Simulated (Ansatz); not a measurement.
One change: `O[SiH](F)[Si](O)(O)O` becomes `O[SiH2]N[Si](O)(O)O`.

Ansatz, PBE0-D4/def2-TZVP geometries, multiplicity 1. Each molecule was computed in one conformer, which needn't be the lowest.

```json
{"property": "HOMO–LUMO gap (PBE/def2-TZVPP) / eV", "`O[SiH](F)[Si](O)(O)O`": "5.67"}
{"property": "HOMO–LUMO gap (B3LYP/def2-TZVPP) / eV", "`O[SiH](F)[Si](O)(O)O`": "7.43"}
{"property": "LUMO energy (PBE/def2-TZVPP) / eV", "`O[SiH](F)[Si](O)(O)O`": "-0.96"}
{"property": "HOMO energy (PBE/def2-TZVPP) / eV", "`O[SiH](F)[Si](O)(O)O`": "-6.63"}
{"property": "size of the dipole moment (B3LYP/def2-TZVPP) / D", "`O[SiH](F)[Si](O)(O)O`": "1.45"}
{"property": "LUMO energy (ωB97M-V/def2-TZVPP) / eV", "`O[SiH](F)[Si](O)(O)O`": "1.54"}
```

(1) What does the change do to each property? (Best estimate.)

Answers

(1) Computed: 
```json
{"property": "HOMO–LUMO gap (PBE/def2-TZVPP) / eV", "`O[SiH2]N[Si](O)(O)O`": "5.78", "shift": "0.11"}
{"property": "HOMO–LUMO gap (B3LYP/def2-TZVPP) / eV", "`O[SiH2]N[Si](O)(O)O`": "7.49", "shift": "0.06"}
{"property": "LUMO energy (PBE/def2-TZVPP) / eV", "`O[SiH2]N[Si](O)(O)O`": "-0.62", "shift": "0.34"}
{"property": "HOMO energy (PBE/def2-TZVPP) / eV", "`O[SiH2]N[Si](O)(O)O`": "-6.39", "shift": "0.24"}
{"property": "size of the dipole moment (B3LYP/def2-TZVPP) / D", "`O[SiH2]N[Si](O)(O)O`": "2.53", "shift": "1.08"}
{"property": "LUMO energy (ωB97M-V/def2-TZVPP) / eV", "`O[SiH2]N[Si](O)(O)O`": "1.68", "shift": "0.14"}
```

With PBE0 the HOMO rises by 0.13 eV and the LUMO rises by 0.36 eV, so the gap widens by about 0.23 eV. PBE moves the HOMO by 0.24 eV and ωB97M-V by -0.10 eV. Dipoles are sizes alone; their direction can turn.

B3LYP here is the variant with VWN-RPA as its local correlation; programs differ in this.
